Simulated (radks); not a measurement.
Effect of the nuclear size on the gold ion Au2+, [Xe] 4f14 5d9. All-electron calculation, Dirac Kohn-Sham, PBE, spin-unpolarised, spherical densities, finite nucleus; open shells are shared between the two j in proportion to 2j + 1; Fermi nuclear charge, rms radius 5.4371 fm. Program: a radial shooting solver on a logarithmic mesh with Libxc functionals. The rms radius is varied about that value; shifts are against it.

rms radius (fm)	total energy shift (eV)	density at nucleus (e/bohr^3)	1s1/2 shift (meV)	2s1/2 shift (meV)	5s1/2 shift (meV)	5p1/2 shift (meV)	5d5/2 shift (meV)	6s1/2 (empty) shift (meV)	6p1/2 (empty) shift (meV)
4.8608	-19.4	2.241e+06	-7800	-1150	-13.2	-0.318	0.115	-1.73	-0.088
4.9097	-17.8	2.232e+06	-7160	-1060	-12.1	-0.292	0.106	-1.59	-0.080
5.4371	0	2.143e+06	0.000	0.000	0.000	0.000	0.000	0.000	0.000
5.6872	8.84	2.105e+06	3550	524	6.01	0.145	-0.052	0.786	0.040
6.6496	45.1	1.977e+06	18100	2670	30.6	0.745	-0.267	4.01	0.204

Slopes of the eigenvalues against <r^2> in GHz/fm^2, as finite differences over the two radii next to the reference (eigenvalue slopes, not the field-shift constants of lines): 1s1/2 314000, 2s1/2 46400, 5s1/2 533, 5p1/2 12.8, 5d5/2 -4.65, 6s1/2 (empty) 69.7, 6p1/2 (empty) 3.53.
